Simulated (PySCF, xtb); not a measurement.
WOBr3, SMILES [O]=[W]([Br])([Br])[Br] (connectivity only; charge and spin as stated), neutral, multiplicity 2.

Harmonic wavenumbers (cm⁻¹) from GFN2-xTB in xtb 6.7.1 at its own minimum, in rising order: 43, 60, 71, 82, 129, 233, 247, 254, 909.

Problem. What does r2SCAN-D4/def2-SVP (PySCF) give at its own minimum? (Estimate from the structure and the level; the computed values follow.)

Solution. 19, 58, 87, 111, 192, 255, 272, 301, 1030. Paired by order, the mean absolute difference is 39 cm⁻¹ and the zero-point energies are 2.9 and 3.3 kcal/mol.
